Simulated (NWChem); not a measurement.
System: CH6MgSi; SMILES [CH3][Mg][SiH3]

Input file for NWChem:

```
start job
memory heap 200 mb stack 900 mb global 1100 mb
geometry units angstroms noautosym nocenter noautoz
  Mg     0.283459    -0.645145    -0.000464
  C      0.353093    -2.737698    -0.000457
  H      0.848708    -3.129507    -0.898657
  H     -0.651821    -3.179350     0.030857
  H      0.902903    -3.127694     0.866445
  Si     0.195584     1.948722    -0.000470
  H     -1.177507     2.501420     0.232808
  H      0.649289     2.563904    -1.289200
  H      1.053218     2.577916     1.054857
end
basis spherical
  * library pcsseg-1
end
dft
  xc pbe0
  iterations 150
end
property
  shielding 5 1 2 3 6 7
end
task dft property
```

Parts of the log:

```
             Northwest Computational Chemistry Package (NWChem) 7.3.0
             --------------------------------------------------------

                             Geometry "geometry" -> ""
                             -------------------------

 Output coordinates in angstroms (scale by  1.889725989 to convert to a.u.)

  No.       Tag          Charge          X              Y              Z
 ---- ---------------- ---------- -------------- -------------- --------------
    1 Mg                  12.0000     0.28345900    -0.64514500    -0.00046400
    2 C                    6.0000     0.35309300    -2.73769800    -0.00045700
    3 H                    1.0000     0.84870800    -3.12950700    -0.89865700
    4 H                    1.0000    -0.65182100    -3.17935000     0.03085700
    5 H                    1.0000     0.90290300    -3.12769400     0.86644500
    6 Si                  14.0000     0.19558400     1.94872200    -0.00047000
    7 H                    1.0000    -1.17750700     2.50142000     0.23280800
    8 H                    1.0000     0.64928900     2.56390400    -1.28920000
    9 H                    1.0000     1.05321800     2.57791600     1.05485700

 Effective nuclear repulsion energy (a.u.)     106.3557054140

                              NWChem Property Module
                              ----------------------

  itol2e modified to match energy
  convergence criterion.

                                 NWChem DFT Module
                                 -----------------

 Summary of "ao basis" -> "ao basis" (spherical)
 ------------------------------------------------------------------------------
       Tag                 Description            Shells   Functions and Types
 ---------------- ------------------------------  ------  ---------------------
 Mg                         pcsseg-1                 8       16   4s4p
 C                          pcsseg-1                 7       17   3s3p1d
 H                          pcsseg-1                 3        5   2s1p
 Si                         pcsseg-1                10       24   4s5p1d

  itol2e modified to match energy
  convergence criterion.

            General Information
            -------------------
          SCF calculation type: DFT
          Wavefunction type:  closed shell.
          No. of atoms     :     9
          No. of electrons :    38
           Alpha electrons :    19
            Beta electrons :    19
          Charge           :     0
          Spin multiplicity:     1
          Use of symmetry is: off; symmetry adaption is: off
          Maximum number of iterations: 150
          AO basis - number of functions:    87
                     number of shells:    43
          Convergence on energy requested:  1.00D-07
          Convergence on density requested:  1.00D-05
          Convergence on gradient requested:  5.00D-04

              XC Information
              --------------
                         PBE0 Method XC Functional
                     Hartree-Fock (Exact) Exchange  0.250
          PerdewBurkeErnzerhof Exchange Functional  0.750
            Perdew 1991 LDA Correlation Functional  1.000 local
           PerdewBurkeErnz. Correlation Functional  1.000 non-local

             Grid Information
             ----------------
          Grid used for XC integration:  fine
          Radial quadrature: Mura-Knowles
          Angular quadrature: Lebedev.
          Tag              B.-S. Rad. Rad. Pts. Rad. Cut. Ang. Pts.
          ---              ---------- --------- --------- ---------
          Mg                  1.50      123          11.0       770
          C                   0.70       70          14.0       590
          H                   0.35       60          14.0       590
          Si                  1.10      123          13.0       770
          Grid pruning is: on
          Number of quadrature shells:   676
          Spatial weights used:  Erf1

      Superposition of Atomic Density Guess
      -------------------------------------

 Sum of atomic energies:        -529.04944865

      Non-variational initial energy
      ------------------------------

 Total energy =    -529.962703
 1-e energy   =    -944.176461
 2-e energy   =     307.858053
 HOMO         =      -0.264920
 LUMO         =      -0.029149

   convergence    iter        energy       DeltaE   RMS-Dens  Diis-err
 ---------------- ----- ----------------- --------- --------- ---------
 d= 0,ls=0.0,diis     1   -530.9126863231 -6.37D+02  9.37D-03  3.67D-01
 d= 0,ls=0.0,diis     2   -530.9215324568 -8.85D-03  5.72D-03  2.01D-01
 d= 0,ls=0.0,diis     3   -530.9477772892 -2.62D-02  1.31D-03  4.35D-02
 d= 0,ls=0.0,diis     4   -530.9535856520 -5.81D-03  3.48D-04  4.54D-04
 d= 0,ls=0.0,diis     5   -530.9536763233 -9.07D-05  6.12D-05  4.02D-05
  Resetting Diis
 d= 0,ls=0.0,diis     6   -530.9536811378 -4.81D-06  1.46D-05  7.11D-07
 d= 0,ls=0.0,diis     7   -530.9536812381 -1.00D-07  4.34D-06  3.36D-08
 d= 0,ls=0.0,diis     8   -530.9536812389 -7.96D-10  1.65D-06  3.53D-08

         Total DFT energy =     -530.953681238886
      One electron energy =     -947.537254155489
           Coulomb energy =      354.974241960788
    Exchange-Corr. energy =      -44.746374458225
 Nuclear repulsion energy =      106.355705414040

 Numeric. integr. density =       38.000000961639

                       DFT Final Molecular Orbital Analysis
                       ------------------------------------

 Vector   17  Occ=2.000000D+00  E=-3.400844D-01
              MO Center= -2.7D-01,  2.3D+00,  6.0D-03, r^2= 2.2D+00
   Bfn.  Coefficient  Atom+Function         Bfn.  Coefficient  Atom+Function
  ----- ------------  ---------------      ----- ------------  ---------------
    73      0.380305  7 H  s                 62     -0.327687  6 Si px
    74      0.215181  7 H  s                 78     -0.215991  8 H  s
    83     -0.164364  9 H  s                 65     -0.161158  6 Si px
    79     -0.122219  8 H  s                 84     -0.093004  9 H  s
    56      0.086409  6 Si px                64      0.083356  6 Si pz

 Vector   18  Occ=2.000000D+00  E=-2.925895D-01
              MO Center=  2.9D-01, -8.0D-01, -4.7D-04, r^2= 4.8D+00
   Bfn.  Coefficient  Atom+Function         Bfn.  Coefficient  Atom+Function
  ----- ------------  ---------------      ----- ------------  ---------------
     3      0.422312  1 Mg s                 27      0.285370  2 C  py
     2     -0.282171  1 Mg s                 24      0.242105  2 C  py
    63     -0.212192  6 Si py                19      0.157935  2 C  s
    66     -0.139280  6 Si py                21      0.115748  2 C  py
    52      0.107784  6 Si s                 34     -0.083316  3 H  s

 Vector   19  Occ=2.000000D+00  E=-2.449716D-01
              MO Center=  2.7D-01, -3.1D-01, -4.6D-04, r^2= 5.6D+00
   Bfn.  Coefficient  Atom+Function         Bfn.  Coefficient  Atom+Function
  ----- ------------  ---------------      ----- ------------  ---------------
    63      0.295329  6 Si py                27      0.254691  2 C  py
    15     -0.253381  1 Mg py                24      0.254095  2 C  py
    66      0.240492  6 Si py                52     -0.226551  6 Si s
    19      0.129568  2 C  s                 21      0.122169  2 C  py
    51     -0.104689  6 Si s                 73      0.095800  7 H  s

 Vector   20  Occ=0.000000D+00  E=-2.323969D-02
              MO Center=  2.8D-01, -5.9D-01, -5.8D-04, r^2= 7.9D+00
   Bfn.  Coefficient  Atom+Function         Bfn.  Coefficient  Atom+Function
  ----- ------------  ---------------      ----- ------------  ---------------
     4      1.277554  1 Mg s                 52     -0.781048  6 Si s
    19     -0.517163  2 C  s                 66      0.349998  6 Si py
    27     -0.289726  2 C  py                51     -0.258763  6 Si s
     3      0.219741  1 Mg s                 50      0.168102  6 Si s
    63      0.162888  6 Si py                 2     -0.160950  1 Mg s

 Vector   21  Occ=0.000000D+00  E=-5.563215D-03
              MO Center=  1.9D-01,  5.3D-01, -8.8D-03, r^2= 4.7D+00
   Bfn.  Coefficient  Atom+Function         Bfn.  Coefficient  Atom+Function
  ----- ------------  ---------------      ----- ------------  ---------------
    67      0.914647  6 Si pz                84     -0.779862  9 H  s
    79      0.629895  8 H  s                 16      0.602010  1 Mg pz
    65      0.336520  6 Si px                14      0.221560  1 Mg px
    83     -0.166419  9 H  s                 74      0.149709  7 H  s
    78      0.134426  8 H  s                  7     -0.086290  1 Mg pz

 Vector   22  Occ=0.000000D+00  E=-5.546661D-03
              MO Center=  2.9D-01,  5.3D-01,  8.0D-03, r^2= 4.7D+00
   Bfn.  Coefficient  Atom+Function         Bfn.  Coefficient  Atom+Function
  ----- ------------  ---------------      ----- ------------  ---------------
    65      0.914038  6 Si px                74      0.813593  7 H  s
    14      0.601697  1 Mg px                79     -0.536914  8 H  s
    67     -0.336688  6 Si pz                84     -0.277481  9 H  s
    16     -0.221707  1 Mg pz                73      0.173694  7 H  s
    78     -0.114591  8 H  s                  5     -0.086242  1 Mg px

     Multipole analysis of the density
     ---------------------------------

     L   x y z        total         alpha         beta         nuclear
     -   - - -        -----         -----         ----         -------
     0   0 0 0      0.000000    -19.000000    -19.000000     38.000000

     1   1 0 0      0.015856     -9.330183     -9.330183     18.676222
     1   0 1 0     -0.443028     -1.469554     -1.469554      2.496080
     1   0 0 1      0.000007      0.016803      0.016803     -0.033599

     2   2 0 0    -24.282212    -24.864016    -24.864016     25.445820
     2   1 1 0      0.159360      8.349883      8.349883    -16.540407
     2   1 0 1      0.000041      0.008109      0.008109     -0.016178
     2   0 2 0    -35.531661   -289.685661   -289.685661    543.839662
     2   0 1 1      0.000532      0.002323      0.002323     -0.004114
     2   0 0 2    -24.284604    -19.977628    -19.977628     15.670651

          -----------------------------------------
          Chemical Shielding Tensors (GIAO, in ppm)
          -----------------------------------------

                                NWChem CPHF Module
                                ------------------

  scftype          =     RHF
  nclosed          =       19
  nopen            =        0
  variables        =     1292
  # of vectors     =        3
  tolerance        = 0.10D-03
  level shift      = 0.00D+00
  max iterations   =       50
  max subspace     =       30

 SCF residual:    4.8469032225871588E-005

Iterative solution of linear equations
  No. of variables     1292
  No. of equations        3
  Maximum subspace       30
        Iterations       50
       Convergence  1.0D-04

   iter   nsub   residual    time
   ----  ------  --------  ---------
     1      3    6.18D-01      33.1
     2      6    2.46D-02      37.5
     3      9    1.83D-03      41.9
     4     12    1.04D-04      46.2
     5     15    6.67D-06      50.5

      Atom:    1  Mg
        Diamagnetic
    710.3316     -0.0858      0.0000
     -0.0858    712.8679     -0.0001
      0.0000     -0.0001    710.3288

        Paramagnetic
   -461.0987    -15.2303     -0.0022
    -15.2303     -6.9526      0.0028
     -0.0022      0.0028   -461.6165

        Total Shielding Tensor
    249.2329    -15.3161     -0.0021
    -15.3161    705.9152      0.0027
     -0.0021      0.0027    248.7122

           isotropic =     401.2868
          anisotropy =     457.7123

          Principal Components and Axis System
                 1           2           3
              706.4283    248.7203    248.7117

      1        -0.0335      0.9695      0.2429
      2         0.9994      0.0325      0.0081
      3         0.0000     -0.2430      0.9700

      Atom:    2  C
        Diamagnetic
    250.1593     -0.2029      0.0000
     -0.2029    256.2389     -0.0000
      0.0000     -0.0000    250.1522

        Paramagnetic
    -45.2478      0.3583     -0.0002
      0.3583    -56.2910      0.0006
     -0.0002      0.0006    -45.2452

        Total Shielding Tensor
    204.9114      0.1555     -0.0002
      0.1555    199.9479      0.0006
     -0.0002      0.0006    204.9070

           isotropic =     203.2554
          anisotropy =       2.4913

          Principal Components and Axis System
                 1           2           3
              204.9163    204.9070    199.9430

      1         0.9994      0.0150     -0.0313
      2         0.0313      0.0006      0.9995
      3        -0.0150      0.9999     -0.0001

      Atom:    3  H
        Diamagnetic
     27.7852     -2.7828     -5.0977
     -2.7828     29.6147      4.8901
     -5.0977      4.8901     34.1377

        Paramagnetic
      2.6289      0.5614      1.1519
      0.5614      1.6767     -0.9475
      1.1519     -0.9475      1.1846

        Total Shielding Tensor
     30.4141     -2.2214     -3.9458
     -2.2214     31.2913      3.9427
     -3.9458      3.9427     35.3223

           isotropic =      32.3426
          anisotropy =      11.3288

          Principal Components and Axis System
                 1           2           3
               39.8951     28.9119     28.2207

      1        -0.4308      0.1961      0.8809
      2         0.4655      0.8845      0.0308
      3         0.7731     -0.4233      0.4723

      Atom:    4  Si
        Diamagnetic
    880.9007     -0.0788     -0.0001
     -0.0788    883.2199     -0.0001
     -0.0001     -0.0001    880.8976

        Paramagnetic
   -369.8647      0.7700      0.0130
      0.7700   -392.2677      0.0005
      0.0130      0.0005   -369.8171

        Total Shielding Tensor
    511.0360      0.6912      0.0128
      0.6912    490.9522      0.0004
      0.0128      0.0004    511.0805

           isotropic =     504.3562
          anisotropy =      10.0956

          Principal Components and Axis System
                 1           2           3
              511.0866    511.0536    490.9285

      1         0.4312      0.9016     -0.0344
      2         0.0148      0.0310      0.9994
      3         0.9021     -0.4315     -0.0000

      Atom:    5  H
        Diamagnetic
     35.2284     -5.0501     -1.8650
     -5.0501     27.4598      0.8512
     -1.8650      0.8512     24.5448

        Paramagnetic
     -3.0382      1.7660      0.7448
      1.7660      0.1566     -0.2967
      0.7448     -0.2967      1.2127

        Total Shielding Tensor
     32.1903     -3.2841     -1.1202
     -3.2841     27.6164      0.5544
     -1.1202      0.5544     25.7575

           isotropic =      28.5214
          anisotropy =       8.3568

          Principal Components and Axis System
                 1           2           3
               34.0926     25.9036     25.5680

      1         0.8768      0.4505      0.1680
      2        -0.4573      0.8893      0.0026
      3        -0.1483     -0.0791      0.9858
```

Level: PBE0/pcSseg-1, GIAO. Coordinates come from a B3LYP/6-31G* (spherical d) optimisation. The output numbers the shielded atoms by their place in the input's list. The printed shielding anisotropy is the first printed principal value minus the mean of the other two.
